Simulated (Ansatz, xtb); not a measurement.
**Relative energy of two isomers of C3H4ClGeNO**

Structure X: `Clc1cn[c]([GeH3])o1`, a singlet. Structure Y: `Clc1nc[c]([GeH3])o1`, a singlet. Both are isolated molecules in the gas phase, relaxed with B3LYP/def2-SVP.

Task: Estimate E(Y) − E(X) at the level CCSD(T)/def2-SVP + ΔMP2/def2-TZVPP.

Result: Calculated at CCSD(T)/def2-SVP + ΔMP2/def2-TZVPP: E(Y) − E(X) = −0.063 eV, so structure Y lies lower.

The same difference at several levels:

```json
{"level": "GFN2-xTB", "geometry": "GFN2-xTB", "E(Y) − E(X) (eV)": "+0.017", "departure from the last row (eV)": "+0.080", "job, with rough time for the two": "optimisation, 0.8 s"}
{"level": "HF/STO-3G", "geometry": "GFN2-xTB", "E(Y) − E(X) (eV)": "+0.064", "departure from the last row (eV)": "+0.127", "job, with rough time for the two": "single point, 3.6 s"}
{"level": "r2SCAN-D4/def2-SVP", "geometry": "GFN2-xTB", "E(Y) − E(X) (eV)": "−0.065", "departure from the last row (eV)": "−0.001", "job, with rough time for the two": "single point, 13 s"}
{"level": "B3LYP/def2-SVP", "geometry": "B3LYP/def2-SVP", "E(Y) − E(X) (eV)": "−0.063", "departure from the last row (eV)": "0.000", "job, with rough time for the two": "optimisation, 5.9 min"}
{"level": "HF/def2-SVP", "geometry": "B3LYP/def2-SVP", "E(Y) − E(X) (eV)": "−0.112", "departure from the last row (eV)": "−0.048", "job, with rough time for the two": "part of the CCSD(T) run"}
{"level": "MP2/def2-SVP", "geometry": "B3LYP/def2-SVP", "E(Y) − E(X) (eV)": "−0.076", "departure from the last row (eV)": "−0.012", "job, with rough time for the two": "part of the CCSD(T) run"}
{"level": "CCSD(T)/def2-SVP", "geometry": "B3LYP/def2-SVP", "E(Y) − E(X) (eV)": "−0.078", "departure from the last row (eV)": "−0.015", "job, with rough time for the two": "single point"}
{"level": "CCSD(T)/def2-SVP + ΔMP2/def2-TZVPP", "geometry": "B3LYP/def2-SVP", "E(Y) − E(X) (eV)": "−0.063", "departure from the last row (eV)": "", "job, with rough time for the two": "single point, 4.5 min"}
```

As drawn, both hold the same kinds of bond in the same numbers.

HF/STO-3G puts the two in the other order. GFN2-xTB finds them nearly level. The largest departure from CCSD(T)/def2-SVP + ΔMP2/def2-TZVPP is that of HF/STO-3G, 0.127 eV. The last row adds to CCSD(T) the change of the MP2 difference between the two basis sets, here +0.015 eV.

With thermal terms from frequencies at re-optimised GFN2-xTB minima (ideal gas, soft modes damped towards free rotors, one conformer each, 298.15 K, 1 atm): the zero-point term adds +0.001 eV; ΔH is −0.065 and ΔG −0.060 eV.

The correlated steps freeze 19 core orbitals; the filled d shell of Ge is correlated, in a basis made for valence electrons. Programs: Ansatz 0.2.0, xtb 6.7.1; the last row on 2 threads of Intel(R) Xeon(R) Processor @ 2.50GHz (Skylake/Cascade Lake) on a shared host.
